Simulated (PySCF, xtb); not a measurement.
Si(Br)(Me)(OH)2 (CH5BrO2Si), SMILES C[Si](O)(O)Br.

GFN2-xTB (xtb) at its own geometry gives an orbital gap of 7.10 eV and a dipole moment of 5.03 D.

The structure is a stationary point at B3LYP-D3(BJ)/def2-SVP. Other conformers were not sampled.

Problem. What does PBE/def2-TZVP (PySCF) give? (An estimate is asked for; the answer gives what the named calculation found.)

Solution. gap 6.67 eV (levels -7.06 and -0.39 eV), dipole 0.91 D.
